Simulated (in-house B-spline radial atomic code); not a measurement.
A fraction x of an electron is moved 4d → 5d in the promethium ion Pm²⁺, starting from [Xe] 4f5 and keeping the highest spin. Level of theory: scalar-relativistic (X2C) r2SCAN0, spin-polarised, spherical fractional occupations, Fermi nucleus of rms radius 4.962 fm; calculated with a B-spline radial code for spherical atoms.

Caution: exact exchange at fractional occupations of open shells leaves self-interaction of up to several eV.

| x | E(x) - E(0) (eV) | 4d down level (eV) | 5d up level (eV) |
| --- | --- | --- | --- |
| 0 | 0.0000 | -138.479 | - |
| 0.125 | 15.7755 | -139.187 | -12.785 |
| 0.25 | ? | ? | ? |
| 0.375 | 47.4797 | -140.643 | -13.400 |
| 0.5 | ? | ? | ? |
| 0.625 | 79.4014 | -142.143 | -14.005 |
| 0.75 | 95.4474 | -142.906 | -14.306 |
| 0.875 | 111.5516 | -143.675 | -14.606 |
| 1 | 127.7148 | -144.449 | -14.905 |

What belongs in the row x = 0.25?

An energy change of 31.6013 eV; 4d down at -139.909 eV, 5d up at -13.094 eV.

What belongs in the row x = 0.5?

An energy change of 63.4126 eV; 4d down at -141.388 eV, 5d up at -13.703 eV.

Check Janak's theorem between x = 0.625 and 0.75.

The slope of the energy is 128.37 eV; the orbital levels give 128.37 eV (ε of the receiving orbital less ε of the emptying one, averaged over the two points).
